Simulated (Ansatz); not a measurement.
Reaction (germylene loss): `[SiH3][SiH2][S][GeH3]` → `[SiH3][SiH2]S` + `[GeH2]`

Program: Ansatz. Geometries: PBE0-D4/def2-TZVP. ΔE: electronic, gas phase. CBS: MP2 limit from def2 TZ/QZ plus the TZ coupled-cluster correction, frozen cores. Functionals use def2-TZVPP. For Ge outer-core shells are correlated without core-valence functions, which leaves a few kJ/mol of doubt a bond. Scalar relativity is left out up to krypton. Each species was taken in one conformer, which may not be the lowest.

`[SiH3][SiH2][S][GeH3]`:

Z-matrix (Å, degrees):
```
Si
Si 1 2.341
H 1 1.489 2 110.5
H 1 1.487 2 109.5 3 120.2
H 1 1.487 2 110.3 3 -120.0
S 2 2.141 1 111.8 3 -179.4
H 2 1.490 1 110.4 3 57.7
H 2 1.487 1 110.1 3 -62.3
Ge 6 2.226 2 99.3 1 -75.3
H 9 1.533 6 105.3 2 -176.8
H 9 1.536 6 110.3 2 63.7
H 9 1.536 6 109.4 2 -57.3
```

`[SiH3][SiH2]S`:

```xyz
9

Si   -1.404    0.636   -0.171
Si    0.783   -0.010    0.344
S     1.161   -1.793   -0.782
H    -1.529    0.891   -1.631
H    -1.741    1.881    0.570
H    -2.357   -0.435    0.220
H     1.748    1.062   -0.023
H     0.924   -0.267    1.803
H     2.415   -1.965   -0.330
```

`[GeH2]`:

```xyz
3

Ge    0.655    0.301    0.197
H    -0.343   -0.748    0.865
H    -0.313    0.448   -1.062
```

```csv
level,ΔE (eV)
r2SCAN-D4,2.44
PBE0-D4,2.39
ωB97X-V,2.33
B2PLYP,2.17
SCS-MP2/def2-TZVPP,2.35
HF/CBS(def2),1.96
MP2/CBS(def2),2.51
CCSD/CBS(def2),2.23
```

Task: What does CCSD(T)/CBS give? (Estimate.)

Result: The calculation gave: +2.30 eV. The listed levels differ from it by 0.14, 0.09, 0.03, -0.13, 0.05, -0.34, 0.21, -0.07 eV.

Largest T1 diagnostic among the species: 0.012.

From PBE to PBE0 (25 % exact exchange), in def2-TZVPP and without D4, ΔE moves by +0.12 eV. In def2-TZVPP, CCSD(T) changes the Hartree–Fock value by +0.35 eV (the triples alone add +0.07 eV) and MP2 by +0.56 eV.
